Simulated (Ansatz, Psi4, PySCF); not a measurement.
Species: BeCl, charge 0, multiplicity 2. SMILES: [Be][Cl]
Coordinates optimised at B3LYP-D3(BJ)/def2-TZVP (Ansatz, an electronic-structure program):
```
Be
Cl 1 1.8163
```
Charge 0, spin multiplicity 2.

Wanted: enthalpy of formation at 298 K, in kcal/mol. Conventions: open shells spin-unrestricted; spin-orbit terms left out; non-relativistic; valence correlation only; six Cartesian d functions in 6-31G* and its kin unless marked 5d; 6-311+G** with 5d, 6d on Na to Ar in Ansatz. Ab initio and DFT rows: single points at B3LYP-D3(BJ) geometries (Ansatz), with unscaled harmonic terms from B3LYP/6-31G* at its own minima, enthalpies of formation by atomisation with measured atoms. The Hartree-Fock reference of Be atom is unstable towards a lower, spin-broken solution. The spin state of an ion or metal species was assumed, not searched.

```json
[
 {"level": "PBE/6-31G*", "program": "Ansatz", "enthalpy of formation at 298 K (kcal/mol)": "6.7"},
 {"level": "B3LYP/6-31G", "program": "Ansatz", "enthalpy of formation at 298 K (kcal/mol)": "20.7"},
 {"level": "B3LYP/6-31G*", "program": "Ansatz", "enthalpy of formation at 298 K (kcal/mol)": "11.8"},
 {"level": "B3LYP/cc-pVDZ", "program": "Ansatz", "enthalpy of formation at 298 K (kcal/mol)": "13.3"},
 {"level": "B3LYP/6-311+G**", "program": "Ansatz", "enthalpy of formation at 298 K (kcal/mol)": "12.0"},
 {"level": "PBE0/6-311+G**", "program": "Ansatz", "enthalpy of formation at 298 K (kcal/mol)": "8.1"},
 {"level": "M06-2X/6-31G* (5d)", "program": "PySCF", "enthalpy of formation at 298 K (kcal/mol)": "10.6"},
 {"level": "M06-2X/6-311+G**", "program": "PySCF", "enthalpy of formation at 298 K (kcal/mol)": "10.7"},
 {"level": "wB97X-D/6-311+G**", "program": "Psi4", "enthalpy of formation at 298 K (kcal/mol)": "11.5"},
 {"level": "MP2/STO-3G", "program": "Ansatz", "enthalpy of formation at 298 K (kcal/mol)": "12.8"},
 {"level": "B3LYP/def2-TZVPD", "program": "Ansatz", "enthalpy of formation at 298 K (kcal/mol)": "13.3"},
 {"level": "B3LYP-D3(BJ)/def2-TZVPD", "program": "Ansatz + dftd3", "enthalpy of formation at 298 K (kcal/mol)": "11.9"}
]
```

No value to compare with is used here. The 10 habitual levels span 6.7 (PBE/6-31G*) to 20.7 kcal/mol (B3LYP/6-31G); B3LYP-D3(BJ)/def2-TZVPD gives 11.9.

The levels are drawn from those run, B3LYP/6-31G* more often than the rest, none by its result; runs whose electronic state is in doubt are left out.
